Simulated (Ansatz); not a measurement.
Two isomers of CH9BOSi2: A = `CBO[SiH2][SiH3]`, B = `B[SiH2]OC[SiH3]`.

Computed with Ansatz on PBE0-D4/def2-TZVP structures; ΔE is electronic, products minus reactants. CCSD(T)/CBS is the MP2 limit (def2-TZVPP, def2-QZVPP) plus CCSD(T) − MP2 in def2-TZVPP, frozen cores. DFT in def2-TZVPP. B3LYP here is the variant with VWN-RPA as its local correlation; programs differ in this. Each species was taken in one conformer, which may not be the lowest.

(1) Which isomer does CCSD(T)/CBS put lower? Give the gap. (Estimate.)

(2) Give E(B) − E(A) in kcal/mol with B2PLYP, B3LYP-D4, r2SCAN-D4, HF/def2-TZVPP, MP2/def2-TZVPP, CCSD(T)/def2-TZVPP, CCSD/def2-TZVPP. (Best estimate.)

Largest T1 diagnostic: 0.013.

## Answers

(1) The calculation gave: A, by 67.7 kcal/mol.

(2) Ansatz gave: B2PLYP 67.7, B3LYP-D4 67.7, r2SCAN-D4 69.3, HF/def2-TZVPP 65.4, MP2/def2-TZVPP 68.7, CCSD(T)/def2-TZVPP 67.3, CCSD/def2-TZVPP 66.9. None reverses the order clearly.

In def2-TZVPP, CCSD(T) changes the Hartree–Fock value by +1.9 kcal/mol (the triples alone add +0.4 kcal/mol) and MP2 by +3.3 kcal/mol.
